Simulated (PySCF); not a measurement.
Al⁺: ionisation energy

Al⁺ [Ne] 3s2 → Al²⁺ [Ne] 3s1 [3s1/2^1, M_J = 1/2], as a difference of total energies. Calculation: PySCF 2.14, in x2c-TZVPall-2c; the two-component X2C-1e Hamiltonian. Correlated levels: [Ne] frozen; the 6 highest virtual spinors dropped. "Screened" scales the spin-orbit matrix elements by Boettger's factors to mimic the two-electron term; Breit and QED terms are absent.

```tsv
method	ionisation energy (eV)	error (eV)
GHF (screened spin-orbit)	17.559	-1.270
GMP2 (screened spin-orbit)	18.297	-0.532
```

Reference: 18.829 eV (measured; NIST Atomic Spectra Database, ionization energies).

Errors of the correlated levels include the incompleteness of this basis and the frozen core.

MP2 underrates the near-degeneracy of ns² with np² in the lower species.
